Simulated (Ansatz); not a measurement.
A short molecular-dynamics run on tetramethylammonium triflate (C5H12F3NO3S).

```yaml
crystal:
  periodic: [false, false, false]
  atoms:
    - {symbol: C, position_ang: [-2.310356, -1.239653, -0.500240]}
    - {symbol: N, position_ang: [-1.087299, -0.916235, 0.299773]}
    - {symbol: C, position_ang: [0.104409, -1.624103, -0.301158]}
    - {symbol: C, position_ang: [-1.261321, -1.379808, 1.713909]}
    - {symbol: C, position_ang: [-0.872135, 0.578948, 0.298712]}
    - {symbol: H, position_ang: [-2.468089, -2.333896, -0.502528]}
    - {symbol: H, position_ang: [-3.184445, -0.731345, -0.053105]}
    - {symbol: H, position_ang: [-2.155416, -0.880399, -1.533084]}
    - {symbol: H, position_ang: [0.277389, -1.223051, -1.316946]}
    - {symbol: H, position_ang: [0.999932, -1.342049, 0.287736]}
    - {symbol: H, position_ang: [-0.102487, -2.710215, -0.291442]}
    - {symbol: H, position_ang: [-2.131740, -0.866211, 2.161906]}
    - {symbol: H, position_ang: [-1.420307, -2.473818, 1.722544]}
    - {symbol: H, position_ang: [-0.343742, -1.126621, 2.274253]}
    - {symbol: H, position_ang: [-1.769735, 1.055162, 0.733967]}
    - {symbol: H, position_ang: [-0.672517, 0.903983, -0.737972]}
    - {symbol: H, position_ang: [0.052876, 0.789985, 0.869027]}
    - {symbol: O, position_ang: [1.315525, 0.674069, -1.781880]}
    - {symbol: S, position_ang: [2.409729, 0.958736, -0.783910]}
    - {symbol: O, position_ang: [3.795238, 0.773831, -1.260495]}
    - {symbol: O, position_ang: [2.115324, 0.422953, 0.602388]}
    - {symbol: C, position_ang: [2.225620, 2.818857, -0.527057]}
    - {symbol: F, position_ang: [3.096851, 3.277662, 0.385530]}
    - {symbol: F, position_ang: [0.969475, 3.107265, -0.083729]}
    - {symbol: F, position_ang: [2.417221, 3.485963, -1.676198]}
basis:
  gaussian: {orbitals: "6-31G*"}
hamiltonian: {xc: {name: r2SCAN}}
md: {timestep: 2 fs, n_steps: 12, ensemble: nve, temperature: 300, initial_velocities: maxwell_boltzmann, seed: 884}
scf: {omitted_lower_state_checks: [starts]}
```

```sh
$ ansatz run in.yaml --threads 4 --pin off --events-out ev --progress --plain --max-ram 6963MiB
```

```csv
step,time (fs),potential energy (eV),kinetic (eV),T (K),conserved (eV)
0,0.0,-31984.0218,0.8919,300,-31983.1300
1,2.0,-31983.7164,0.6659,224,-31983.0505
2,4.0,-31983.6907,0.5892,198,-31983.1015
3,6.0,-31983.5665,0.4845,163,-31983.0820
4,8.0,-31983.4254,0.3786,127,-31983.0468
5,10.0,-31983.7118,0.5903,199,-31983.1215
6,12.0,-31983.5247,0.4688,158,-31983.0559
7,14.0,-31983.5952,0.4880,164,-31983.1072
8,16.0,-31983.4946,0.4093,138,-31983.0852
9,18.0,-31983.3369,0.2853,96,-31983.0516
10,20.0,-31983.5776,0.4646,156,-31983.1130
11,22.0,-31983.4685,0.4064,137,-31983.0621
12,24.0,-31983.5702,0.4626,156,-31983.1076
```

Velocities are drawn at the set temperature; a run this short doesn't reach equilibrium.

The 6-31G sets use Cartesian d functions.

Frames (Å, forces in eV/Å):

```xyz
25
time=0.0 fs
C    -2.310   -1.240   -0.500   -0.294   -0.074   -0.203
N    -1.087   -0.916    0.300   -0.067   -0.033    0.024
C     0.104   -1.624   -0.301    0.374   -0.013   -0.156
C    -1.261   -1.380    1.714   -0.029   -0.101    0.343
C    -0.872    0.579    0.299    0.196    0.327   -0.049
H    -2.468   -2.334   -0.503    0.087    0.400    0.027
H    -3.184   -0.731   -0.053    0.345   -0.176   -0.138
H    -2.155   -0.880   -1.533   -0.026   -0.127    0.397
H     0.277   -1.223   -1.317   -0.150   -0.203    0.389
H     1.000   -1.342    0.288   -0.406   -0.175   -0.197
H    -0.102   -2.710   -0.291    0.052    0.405    0.005
H    -2.132   -0.866    2.162    0.313   -0.172   -0.198
H    -1.420   -2.474    1.723    0.060    0.404   -0.040
H    -0.344   -1.127    2.274   -0.329   -0.080   -0.243
H    -1.770    1.055    0.734    0.312   -0.194   -0.158
H    -0.673    0.904   -0.738   -0.143   -0.144    0.390
H     0.053    0.790    0.869   -0.418   -0.091   -0.177
O     1.316    0.674   -1.782    0.584    0.151    0.506
S     2.410    0.959   -0.784   -0.147    0.137    0.106
O     3.795    0.774   -1.260   -0.555    0.061    0.184
O     2.115    0.423    0.602    0.196    0.311   -0.738
C     2.226    2.819   -0.527    0.001   -0.293   -0.032
F     3.097    3.278    0.386   -0.141   -0.100   -0.142
F     0.969    3.107   -0.084    0.220   -0.103   -0.080
F     2.417    3.486   -1.676   -0.036   -0.118    0.182
25
time=2.0 fs
C    -2.308   -1.245   -0.517   -0.534    2.250    2.683
N    -1.080   -0.926    0.306   -0.381    0.313   -0.188
C     0.108   -1.636   -0.309    0.015    0.615   -0.145
C    -1.261   -1.377    1.725   -0.970    1.344   -0.278
C    -0.873    0.588    0.293   -1.878   -0.893    0.057
H    -2.482   -2.269   -0.509   -0.412   -2.147    0.347
H    -3.147   -0.665   -0.012    0.758   -0.808   -0.969
H    -2.139   -0.963   -1.510    0.259    0.888   -1.577
H     0.268   -1.183   -1.299   -0.104   -0.307    0.093
H     1.011   -1.365    0.251   -0.149   -0.195    0.165
H    -0.131   -2.699   -0.331    0.113   -0.097   -0.015
H    -2.128   -0.899    2.220    0.241    0.086   -0.562
H    -1.418   -2.415    1.755   -0.052   -1.669   -0.101
H    -0.388   -1.102    2.261    1.077    0.201    0.539
H    -1.751    1.064    0.770    0.233   -0.260   -0.336
H    -0.694    0.891   -0.716   -0.034    0.280   -0.799
H     0.000    0.781    0.826    1.748    0.381    1.102
O     1.324    0.665   -1.784    0.282    0.251    0.429
S     2.403    0.967   -0.782    0.347   -0.438    0.325
O     3.789    0.767   -1.266   -0.701    0.231    0.294
O     2.117    0.414    0.606    0.145    0.540   -1.013
C     2.227    2.825   -0.532   -0.061   -0.539    0.479
F     3.094    3.277    0.389   -0.070   -0.094   -0.180
F     0.975    3.119   -0.087    0.019   -0.112   -0.032
F     2.416    3.482   -1.669    0.109    0.176   -0.319
25
time=4.0 fs
C    -2.307   -1.244   -0.525    0.135    1.154    1.998
N    -1.073   -0.935    0.312   -0.554    0.534   -0.345
C     0.111   -1.645   -0.318   -0.491    0.843    0.045
C    -1.263   -1.370    1.735   -0.382    0.521   -0.286
C    -0.880    0.594    0.288   -0.579   -1.257    0.519
H    -2.512   -2.287   -0.503   -0.303   -1.095    0.470
H    -3.081   -0.629   -0.008    0.017   -0.592   -0.987
H    -2.112   -1.012   -1.548    0.106    0.809   -0.746
H     0.256   -1.154   -1.277   -0.008   -0.234   -0.382
H     1.017   -1.395    0.220    0.213   -0.151    0.520
H    -0.155   -2.692   -0.371    0.135   -0.407   -0.036
H    -2.116   -0.929    2.256   -0.246    0.490   -0.572
H    -1.417   -2.420    1.783    0.173   -1.191   -0.152
H    -0.391   -1.070    2.269    0.965    0.061    0.435
H    -1.723    1.063    0.793   -0.328   -0.060   -0.185
H    -0.717    0.889   -0.724   -0.036    0.336   -0.838
H     0.013    0.788    0.825    1.133    0.229    0.556
O     1.332    0.656   -1.785   -0.024    0.338    0.330
S     2.397    0.975   -0.781    0.754   -0.922    0.418
O     3.781    0.761   -1.272   -0.738    0.380    0.384
O     2.119    0.406    0.606    0.093    0.714   -1.112
C     2.227    2.830   -0.536   -0.121   -0.723    0.916
F     3.091    3.276    0.392    0.015   -0.089   -0.190
F     0.981    3.130   -0.091   -0.185   -0.122    0.028
F     2.416    3.477   -1.662    0.253    0.434   -0.790
25
time=8.0 fs
C    -2.299   -1.239   -0.530    1.261   -2.122   -0.721
N    -1.064   -0.948    0.320   -0.637    0.724   -0.470
C     0.112   -1.656   -0.335   -0.269    0.336    0.133
C    -1.267   -1.355    1.755    1.348   -1.463    0.588
C    -0.892    0.596    0.282    2.033   -0.329    0.337
H    -2.588   -2.358   -0.442    0.413    1.803    0.073
H    -3.003   -0.586   -0.085   -1.472    0.518   -0.105
H    -2.063   -1.036   -1.632   -0.347    0.053    1.648
H     0.233   -1.123   -1.282    0.180   -0.324   -0.104
H     1.047   -1.473    0.218   -0.390   -0.136    0.125
H    -0.184   -2.713   -0.453    0.259    0.297    0.105
H    -2.131   -0.925    2.266   -0.181    0.396   -0.594
H    -1.385   -2.492    1.819    0.384    1.436   -0.210
H    -0.337   -1.017    2.306   -0.920   -0.554   -0.576
H    -1.719    1.060    0.824   -0.249   -0.147   -0.231
H    -0.771    0.909   -0.789   -0.145   -0.228    1.036
H     0.097    0.810    0.838   -1.315   -0.297   -1.018
O     1.349    0.641   -1.785   -0.539    0.497    0.143
S     2.389    0.988   -0.776    1.089   -1.549    0.234
O     3.760    0.752   -1.279   -0.390    0.575    0.446
O     2.123    0.396    0.600   -0.040    0.846   -0.815
C     2.228    2.832   -0.533   -0.170   -0.677    1.072
F     3.086    3.275    0.398    0.211   -0.079   -0.097
F     0.992    3.152   -0.097   -0.558   -0.166    0.189
F     2.416    3.472   -1.654    0.444    0.592   -1.189
25
time=10.0 fs
C    -2.289   -1.246   -0.535   -0.317    0.265    1.256
N    -1.063   -0.952    0.323   -0.629    0.786   -0.489
C     0.111   -1.660   -0.342   -0.096    0.267    0.005
C    -1.263   -1.355    1.767    0.436   -0.375   -0.018
C    -0.888    0.595    0.281    0.385   -0.458    0.486
H    -2.606   -2.300   -0.403    0.192    0.482   -0.008
H    -3.048   -0.536   -0.132    0.079   -0.668   -0.599
H    -2.057   -1.040   -1.586    0.025    0.073    0.229
H     0.230   -1.123   -1.298    0.270   -0.342    0.242
H     1.049   -1.520    0.230   -0.568   -0.001   -0.106
H    -0.185   -2.714   -0.490    0.152    0.299    0.187
H    -2.156   -0.895    2.240    0.391   -0.046   -0.634
H    -1.346   -2.458    1.825    0.068    0.457   -0.090
H    -0.351   -1.020    2.295   -0.348   -0.186   -0.126
H    -1.740    1.054    0.831    0.353   -0.379   -0.454
H    -0.806    0.910   -0.774   -0.049   -0.142    0.473
H     0.074    0.806    0.792   -0.370   -0.056   -0.333
O     1.356    0.636   -1.784   -0.741    0.562    0.085
S     2.386    0.991   -0.773    0.971   -1.704    0.087
O     3.748    0.750   -1.281    0.006    0.618    0.380
O     2.125    0.394    0.594   -0.134    0.805   -0.533
C     2.227    2.829   -0.526   -0.132   -0.451    0.703
F     3.084    3.273    0.400    0.306   -0.067    0.001
F     0.995    3.163   -0.100   -0.716   -0.200    0.284
F     2.418    3.472   -1.654    0.464    0.461   -1.028
25
time=12.0 fs
C    -2.280   -1.252   -0.537   -0.915    2.840    2.876
N    -1.063   -0.953    0.324   -0.457    0.796   -0.480
C     0.110   -1.663   -0.350   -0.321    0.260    0.034
C    -1.257   -1.356    1.779   -0.674    1.258   -1.315
C    -0.883    0.592    0.281   -1.822   -1.268    0.308
H    -2.617   -2.223   -0.365   -0.447   -1.917    0.161
H    -3.089   -0.512   -0.201    0.919   -1.084   -0.452
H    -2.050   -1.042   -1.532    0.547    0.178   -1.806
H     0.237   -1.137   -1.304    0.337   -0.110    0.204
H     1.029   -1.568    0.238   -0.226    0.194   -0.008
H    -0.180   -2.703   -0.520   -0.081   -0.075    0.200
H    -2.167   -0.867    2.189    0.494   -0.297   -0.314
H    -1.304   -2.407    1.827   -0.295   -1.517    0.065
H    -0.379   -1.030    2.280    0.861    0.467    0.659
H    -1.747    1.034    0.820    0.418   -0.269   -0.249
H    -0.843    0.906   -0.741    0.047    0.119   -0.738
H     0.037    0.800    0.733    1.620    0.420    0.878
O     1.361    0.631   -1.783   -0.886    0.610    0.065
S     2.385    0.992   -0.769    0.683   -1.711   -0.125
O     3.736    0.749   -1.282    0.505    0.618    0.264
O     2.127    0.394    0.586   -0.237    0.689   -0.158
C     2.226    2.826   -0.517   -0.076   -0.150    0.158
F     3.082    3.272    0.402    0.382   -0.054    0.108
F     0.998    3.173   -0.102   -0.819   -0.241    0.366
F     2.420    3.472   -1.656    0.441    0.242   -0.700
25
time=16.0 fs
C    -2.271   -1.240   -0.517    0.036   -1.209   -0.891
N    -1.066   -0.950    0.322    0.216    0.541   -0.411
C     0.103   -1.667   -0.364   -0.575   -0.271    0.431
C    -1.250   -1.347    1.789    1.556   -0.799   -1.362
C    -0.887    0.574    0.284    1.398   -0.390   -0.544
H    -2.677   -2.266   -0.281    0.747    0.772   -0.635
H    -3.080   -0.562   -0.368   -0.573    0.894    0.825
H    -1.982   -1.045   -1.592   -0.160   -0.832    1.032
H     0.292   -1.164   -1.304    0.245    0.371   -0.089
H     0.982   -1.634    0.264    0.242    0.341    0.197
H    -0.186   -2.701   -0.558   -0.290   -0.122    0.211
H    -2.151   -0.841    2.073   -0.563   -0.029    0.708
H    -1.260   -2.464    1.840   -0.413    0.825    0.039
H    -0.343   -0.993    2.324   -0.613    0.024   -0.206
H    -1.736    0.978    0.793   -0.508    0.413    0.681
H    -0.909    0.910   -0.764    0.217   -0.274    0.243
H     0.125    0.831    0.708   -0.997   -0.287   -0.183
O     1.364    0.627   -1.781   -0.952    0.643    0.111
S     2.384    0.989   -0.764   -0.053   -1.203   -0.947
O     3.716    0.751   -1.283    1.471    0.500    0.025
O     2.128    0.399    0.571   -0.416    0.261    0.892
C     2.223    2.817   -0.500   -0.015    0.464   -0.847
F     3.082    3.269    0.408    0.423   -0.058    0.236
F     0.997    3.192   -0.104   -0.754   -0.344    0.426
F     2.428    3.473   -1.662    0.331   -0.232    0.056
25
time=18.0 fs
C    -2.267   -1.235   -0.508   -0.059   -2.083   -1.554
N    -1.067   -0.945    0.319    0.464    0.311   -0.270
C     0.096   -1.670   -0.369   -0.001   -0.435    0.502
C    -1.242   -1.344    1.787    1.237   -0.823   -0.813
C    -0.886    0.562    0.284    1.128    0.608   -0.536
H    -2.680   -2.283   -0.265    0.913    1.337   -0.672
H    -3.085   -0.561   -0.416   -0.576    1.004    0.915
H    -1.947   -1.084   -1.598   -0.364   -0.772    1.402
H     0.335   -1.159   -1.308    0.010    0.199    0.269
H     0.973   -1.648    0.289   -0.159    0.258   -0.130
H    -0.206   -2.711   -0.565   -0.163    0.253    0.221
H    -2.167   -0.832    2.048   -0.065   -0.327    0.671
H    -1.262   -2.482    1.850   -0.297    1.463   -0.032
H    -0.336   -0.964    2.348   -1.071   -0.259   -0.595
H    -1.754    0.969    0.812    0.234    0.142    0.238
H    -0.932    0.903   -0.783    0.274   -0.406    0.843
H     0.150    0.841    0.701   -1.567   -0.509   -0.398
O     1.362    0.627   -1.780   -0.945    0.604    0.104
S     2.384    0.985   -0.763   -0.287   -0.815   -1.248
O     3.711    0.754   -1.283    1.751    0.422   -0.065
O     2.128    0.402    0.566   -0.473    0.038    1.312
C     2.221    2.815   -0.495   -0.004    0.657   -1.103
F     3.083    3.267    0.411    0.361   -0.082    0.208
F     0.994    3.200   -0.104   -0.607   -0.402    0.393
F     2.433    3.473   -1.666    0.265   -0.385    0.339
25
time=20.0 fs
C    -2.263   -1.237   -0.504   -1.119   -0.360   -0.786
N    -1.066   -0.940    0.315    0.568    0.059   -0.019
C     0.090   -1.674   -0.372    0.411   -0.224    0.556
C    -1.229   -1.343    1.782   -0.372    0.308   -0.812
C    -0.881    0.551    0.282   -0.495    0.763   -0.084
H    -2.649   -2.248   -0.276    0.327    0.272   -0.204
H    -3.113   -0.521   -0.429    0.707   -0.144    0.653
H    -1.927   -1.154   -1.550   -0.181   -0.323    0.220
H     0.378   -1.146   -1.303   -0.237   -0.010    0.491
H     0.958   -1.653    0.309   -0.301    0.123   -0.286
H    -0.232   -2.712   -0.564   -0.038    0.314    0.142
H    -2.184   -0.836    2.048    0.601   -0.595    0.415
H    -1.275   -2.445    1.859   -0.126    0.455   -0.053
H    -0.369   -0.945    2.350   -0.373   -0.101   -0.309
H    -1.762    0.966    0.840    0.880   -0.126   -0.258
H    -0.944    0.880   -0.769    0.229   -0.152    0.366
H     0.116    0.831    0.679   -0.545   -0.258    0.024
O     1.358    0.629   -1.778   -0.951    0.521    0.052
S     2.383    0.981   -0.763   -0.345   -0.459   -1.253
O     3.711    0.758   -1.284    1.803    0.356   -0.120
O     2.126    0.406    0.564   -0.484   -0.120    1.465
C     2.220    2.815   -0.493    0.012    0.716   -1.146
F     3.085    3.265    0.415    0.244   -0.116    0.111
F     0.990    3.208   -0.103   -0.418   -0.453    0.322
F     2.438    3.473   -1.669    0.202   -0.444    0.514
25
time=24.0 fs
C    -2.267   -1.236   -0.500   -0.172    0.347   -0.058
N    -1.061   -0.931    0.309    0.249   -0.550    0.274
C     0.080   -1.683   -0.374    0.057    0.454    1.011
C    -1.212   -1.335    1.762   -1.107    0.721   -1.003
C    -0.882    0.535    0.278   -0.646    0.000   -0.033
H    -2.587   -2.227   -0.290   -0.652   -0.993    0.643
H    -3.068   -0.482   -0.393    0.397   -0.359    0.100
H    -1.890   -1.310   -1.500   -0.153    0.550   -0.962
H     0.433   -1.123   -1.244   -0.331    0.048   -0.228
H     0.904   -1.653    0.324    0.413   -0.186    0.244
H    -0.286   -2.688   -0.551    0.070   -0.260   -0.152
H    -2.154   -0.904    2.088   -0.294    0.216    0.156
H    -1.310   -2.390    1.872    0.320   -1.088   -0.106
H    -0.431   -0.902    2.345    0.926    0.152    0.268
H    -1.687    0.947    0.866   -0.409    0.356    0.210
H    -0.946    0.836   -0.743    0.087    0.467   -0.826
H     0.065    0.804    0.669    1.190    0.184    0.494
O     1.343    0.636   -1.774   -0.840    0.297   -0.051
S     2.381    0.970   -0.768   -0.013    0.118   -0.793
O     3.722    0.769   -1.285    1.178    0.250   -0.014
O     2.119    0.412    0.571   -0.364   -0.185    1.075
C     2.217    2.821   -0.500    0.050    0.458   -0.644
F     3.089    3.261    0.423   -0.079   -0.181   -0.221
F     0.980    3.220   -0.099    0.024   -0.506    0.088
F     2.450    3.469   -1.671    0.099   -0.311    0.529
```

Hardware: 4 threads of Arm Neoverse V2 on a shared host. Wall time 2.7 min.
